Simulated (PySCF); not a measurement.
CHO$_{2}$, charge +1, singlet, at a GFN2-xTB geometry; PBE0/STO-3G (PySCF).

Here is a job for PySCF.
```python
from pyscf import gto, scf, dft

mol = gto.M(
    atom='''
C    -0.006958    0.009851   -0.110372
O    -0.023412   -0.021476    1.076341
O     0.097713   -0.033874   -1.218766
H    -0.552655    0.383700    1.801634
''',
    basis='sto-3g',
    charge=1,
    spin=0,
    verbose=4,
)

mf = dft.RKS(mol)
mf.xc = 'pbe0'
mf.conv_tol = 1e-4
mf.kernel()
```

Output, abridged:

```
PySCF version 2.14.0

[INPUT] verbose = 4
[INPUT] num. atoms = 4
[INPUT] num. electrons = 22
[INPUT] charge = 1
[INPUT] spin (= nelec alpha-beta = 2S) = 0
[INPUT] symmetry False subgroup None
[INPUT] Mole.unit = angstrom
[INPUT] Symbol           X                Y                Z      unit          X                Y                Z       unit  Magmom
[INPUT]  1 C     -0.006958000000   0.009851000000  -0.110372000000 AA   -0.013148714375   0.018615692053  -0.208572851820 Bohr   0.0
[INPUT]  2 O     -0.023412000000  -0.021476000000   1.076341000000 AA   -0.044242268028  -0.040583758251   2.033989706640 Bohr   0.0
[INPUT]  3 O      0.097713000000  -0.033874000000  -1.218766000000 AA    0.184650808810  -0.064012582744  -2.303133949932 Bohr   0.0
[INPUT]  4 H     -0.552655000000   0.383700000000   1.801634000000 AA   -1.044366591372   0.725087913996   3.404594836705 Bohr   0.0

nuclear repulsion = 66.1524679845908
number of shells = 10
number of NR pGTOs = 48
number of NR cGTOs = 16
basis = sto-3g
ecp = {}

******** <class 'pyscf.dft.rks.RKS'> ********
method = RKS
initial guess = minao
damping factor = 0
level_shift factor = 0
DIIS = <class 'pyscf.scf.diis.CDIIS'>
diis_start_cycle = 1
diis_space = 8
diis_damp = 0
SCF conv_tol = 0.0001
SCF conv_tol_grad = None
SCF max_cycles = 50
direct_scf = True
direct_scf_tol = 1e-13
XC library pyscf.dft.libxc version 7.1.2
    S. Lehtola, C. Steigemann, M. J. T. Oliveira, and M. A. L. Marques,  SoftwareX 7, 1–5 (2018)
XC functionals = pbe0
    C. Adamo and V. Barone,  J. Chem. Phys. 110, 6158 (1999)
    M. Ernzerhof and G. E. Scuseria,  J. Chem. Phys. 110, 5029 (1999)
radial grids:
    Treutler-Ahlrichs [JCP 102, 346 (1995); DOI:10.1063/1.469408] (M4) radial grids

becke partition: Becke, JCP 88, 2547 (1988); DOI:10.1063/1.454033
pruning grids: <function nwchem_prune>
grids dens level: 3
symmetrized grids: False
atomic radii adjust function: <function treutler_atomic_radii_adjust>
small_rho_cutoff = 0
Set gradient conv threshold to 0.01
Initial guess from minao.
tot grids = 52096
init E= -187.285917044884
  HOMO = -0.387338375965147  LUMO = 0.0535967826352288  gap/eV = 11.99846
cycle= 1 E= -185.906394018305  delta_E= 1.38  |g|= 0.734  |ddm|= 2.98
  HOMO = -0.598241649469408  LUMO = -0.235914004548378  gap/eV = 9.85944
cycle= 2 E= -185.449409141241  delta_E= 0.457  |g|=  1.6  |ddm|=  2.2
  HOMO = -0.630388301407245  LUMO = -0.270340549145526  gap/eV = 9.79740
cycle= 3 E= -186.018325929485  delta_E= -0.569  |g|= 0.433  |ddm|= 1.69
  HOMO = -0.657960243884427  LUMO = -0.257948316465746  gap/eV = 10.88488
cycle= 4 E= -186.065913937422  delta_E= -0.0476  |g|= 0.0531  |ddm|= 0.484
  HOMO = -0.65934957284541  LUMO = -0.257375945425565  gap/eV = 10.93826
cycle= 5 E= -186.066633738538  delta_E= -0.00072  |g|= 0.00259  |ddm|= 0.0539
  HOMO = -0.659638990904899  LUMO = -0.257450330185569  gap/eV = 10.94411
cycle= 6 E= -186.06663543079  delta_E= -1.69e-06  |g|= 9.14e-05  |ddm|= 0.00316
  HOMO = -0.659575218967262  LUMO = -0.257401241409185  gap/eV = 10.94371
Extra cycle  E= -186.066635427699  delta_E= 3.09e-09  |g|= 0.00017  |ddm|= 0.000329
converged SCF energy = -186.066635427699
```
